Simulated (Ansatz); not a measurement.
Energy needed to pull apart CHBOS (SMILES S=C1BO1), singlet, into free ground-state atoms, from the structure below (at a frame of a short PBE0-D4/def2-SVP trajectory); no zero-point or spin–orbit terms; open-shell atoms are treated unrestricted, in their ground-state multiplicity.

```csv
atom,x (Å),y (Å),z (Å)
S1,-2.1523,-0.6749,0.1710
C2,-0.6662,-0.1836,-0.0046
B3,0.6411,0.5018,-0.1479
O4,0.6134,-0.8529,0.2023
H5,1.2791,1.4282,-0.5163
```

Ansatz 0.2.0; basis: def2-TZVPP; cores frozen in the correlated methods.

```json
{"method": "PBE-D4", "atomization energy (eV)": "22.32"}
{"method": "r2SCAN-D4", "atomization energy (eV)": "21.42"}
{"method": "PBE0-D4", "atomization energy (eV)": "21.28"}
{"method": "wB97M-V", "atomization energy (eV)": "21.18"}
{"method": "HF", "atomization energy (eV)": "13.60"}
{"method": "MP2", "atomization energy (eV)": "?"}
{"method": "CCSD", "atomization energy (eV)": "?"}
{"method": "CCSD(T)", "atomization energy (eV)": "20.18"}
```

**Question.** What does MP2 give? (Judge from chemistry; the value comes from the calculation.)

**Answer.** The calculation gives: 21.31 eV, which is about 1.13 eV more than CCSD(T)/def2-TZVPP.

**Question.** What does CCSD give? (To be estimated.)

**Answer.** Computed: 19.47 eV, which is about 0.70 eV less than CCSD(T)/def2-TZVPP.

In triple zeta the MP2 and coupled-cluster atomization energies are still short of their basis limit by a few kcal/mol a bond, whereas those of the functionals are nearly converged, so these differences are not deviations from converged CCSD(T).

T1 diagnostic: at most 0.020. The restricted Hartree–Fock reference is unstable towards an unrestricted one here.

For scale, one of the runs: CCSD(T)/def2-TZVPP forces, 149 basis functions, launched by `ansatz run in.yaml --threads 2 --pin off --events-out ev --progress --plain --max-ram 3481MiB`. The run took 3.5 min on 2 CPU threads of an Intel Xeon (shared host), with 1.6 GiB of host memory at its peak.
